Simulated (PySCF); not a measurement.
Gas-phase XPS of `[Cl][GaH][Br]`, computed

BrClGaH.
SMILES with atom numbers: `[Cl:1][GaH:2][Br:3]`

Computed, not measured: delta-SCF UKS SCAN, pcX-2 on the ionised atom, pcseg-1 elsewhere, spin-free X2C (PySCF). Binding energies are ΔSCF values: E(core-ionised, relaxed orbitals) − E(ground state) at a fixed geometry, referred to the vacuum level.

Problem. List the computed XPS lines with their assignment.

Solution. 
```csv
atom(s),environment,level,binding energy (eV),2p1/2 (eV),count
Cl1,chlorine bonded to Ga,Cl 2p3/2,205.85,207.51,1
Cl1,chlorine bonded to Ga,Cl 1s,2828.46,–,1
```

Problem. Express the binding energy of Cl 1s of Cl1 in atomic units and per mole.

Solution. 2828.46 eV = 103.9440 Eh = 272905 kJ/mol.

Problem. What is the longest wavelength that can ionise Cl 1s of Cl1 vertically?

Solution. λ = hc/E = 12398.42 eV Å / 2828.46 eV = 4.383 Å.

Spin–orbit and ligand-field terms were added within each 2p shell after the spin-free SCF. 2p1/2 minus 2p3/2 (ligand field included): Cl 1.65 eV. No level of bromine or gallium is listed. Geometry: PBE0-D3(BJ)/def2-SVP; no solvent, vibrations or thermal averaging.
